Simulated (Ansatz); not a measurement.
Two isomers of C3H5BrSi: A = `[SiH3]C1=CC1Br`, B = `[SiH3]C1=C(Br)C1`.

Calculated with Ansatz (gas phase, PBE0-D4/def2-TZVP geometries, no zero-point term in ΔE). CBS: MP2 limit from def2 TZ/QZ plus the TZ coupled-cluster correction, frozen cores. Functionals use def2-TZVPP. B3LYP here is the variant with VWN-RPA as its local correlation; programs differ in this. For Br outer-core shells are correlated without core-valence functions, which leaves a few kJ/mol of doubt a bond. Scalar relativity is left out up to krypton.

(1) Which is lower in electronic energy at CCSD(T)/CBS, and by how much? (Estimate.)

(2) Give E(B) − E(A) in kJ/mol with PBE0-D4, HF/def2-TZVPP, ωB97M-V, B2PLYP, CCSD(T)/def2-TZVPP, MP2/def2-TZVPP, B3LYP-D4. (Estimate.)

Largest T1 diagnostic: 0.010.

Results:

(1) The calculation gave: A, by 18.2 kJ/mol.

(2) The calculation gave: PBE0-D4 16.1, HF/def2-TZVPP 25.2, ωB97M-V 19.6, B2PLYP 15.1, CCSD(T)/def2-TZVPP 13.8, MP2/def2-TZVPP 12.1, B3LYP-D4 17.4. None reverses the order clearly.

In def2-TZVPP, CCSD(T) changes the Hartree–Fock value by −11.4 kJ/mol (the triples alone add −1.3 kJ/mol) and MP2 by −13.1 kJ/mol.
